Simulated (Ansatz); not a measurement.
Total energies of the cluster NbS4 from Ansatz at r2SCAN-D4/def2-TZVP, gas phase (1 Eh = 27.2114 eV = 2625.5 kJ/mol). The reference geometry is relaxed at PBE0-D4/def2-SVP.

Cartesian coordinates in Å:
```
Nb 0.705 -0.115 -0.594
S -0.340 -1.473 1.039
S -1.082 1.426 -0.402
S 2.531 0.719 0.143
S -1.813 -0.557 -0.187
```

```json
{"state": "charge 0 doublet", "geometry": "reference", "energy (Eh)": "-1649.85682"}
{"state": "charge 1 singlet", "geometry": "reference", "energy (Eh)": "-1649.58555"}
{"state": "charge 0 quartet", "geometry": "relaxed at PBE0-D4/def2-SVP", "energy (Eh)": "-1649.79765"}
{"state": "free Nb atom (sextet)", "geometry": "–", "energy (Eh)": "-56.86030"}
{"state": "free S atom (triplet)", "geometry": "–", "energy (Eh)": "-398.08366"}
```

In the def2 sets Nb takes a core potential; there is no spin–orbit coupling.

(1) Work out the vertical ionisation energy to the singlet.

(2) Which of the charge 0 states is lowest, and how far above it are the others?

(3) What is the binding energy per atom against free atoms?

(1) E(charge 1 singlet) − E(charge 0 doublet) = -1649.58555 − (-1649.85682) = 0.27127 Eh = 7.38 eV. For comparison, −ε of the highest occupied level of the spin that leaves is 5.09 eV at this level, 2.29 eV less.

(2) The doublet. quartet: -1649.79765 − (-1649.85682) = 0.05917 Eh = 155.4 kJ/mol.

(3) Atoms: 1 × (-56.86030) + 4 × (-398.08366) = -1649.19494 Eh. Binding: -1649.19494 − (-1649.85682) = 0.66188 Eh = 18.01 eV, or 3.60 eV for each of 5 atoms (no zero-point energy, no counterpoise term).

The structure comes from a short search, and lower isomers may exist.
